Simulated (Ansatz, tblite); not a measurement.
Forces on Mg5S4 at its B3LYP-D4/def2-SVP geometry. Charge 0, multiplicity 1.

The xTB rows come from tblite. Another isomer (singlet) lies 2.03 eV lower at PBE0-D4/def2-TZVP; other spin states weren't run for this one.

GFN1-xTB (tblite), largest force 0.50 eV/Å:

```xyz
9
positions Å, forces eV/Å
Mg    2.089    2.081    0.760   -0.139   -0.144   -0.049
Mg    1.615   -1.542    1.366   -0.091    0.086   -0.077
Mg   -0.801    2.661   -1.146   -0.075   -0.217    0.008
Mg   -1.514   -2.634   -0.272    0.108    0.178    0.022
Mg   -2.476    0.466   -1.625    0.178    0.116    0.080
S     0.261   -3.346    0.986   -0.047    0.480   -0.147
S     1.027    3.799   -0.313    0.123   -0.402    0.174
S     2.996    0.237    1.769   -0.430   -0.024   -0.257
S    -3.198   -1.724   -1.524    0.374   -0.073    0.246
```

GFN2-xTB (tblite), largest force 0.46 eV/Å:

```
Mg -0.099 0.145 -0.097
Mg -0.021 0.015 -0.016
Mg -0.278 -0.364 -0.079
Mg -0.141 0.086 -0.107
Mg 0.278 0.363 0.080
S 0.081 -0.012 0.052
S 0.153 0.023 0.088
S 0.026 -0.085 0.037
S 0.001 -0.170 0.043
```

PBE-D4/def2-TZVP (Ansatz), largest force 0.24 eV/Å:

```
Mg -0.070 -0.054 -0.029
Mg -0.044 0.040 -0.037
Mg 0.197 0.104 0.094
Mg 0.040 0.087 0.003
Mg -0.062 -0.235 0.020
S -0.021 0.115 -0.041
S -0.032 -0.116 0.009
S -0.103 0.005 -0.064
S 0.094 0.053 0.044
```
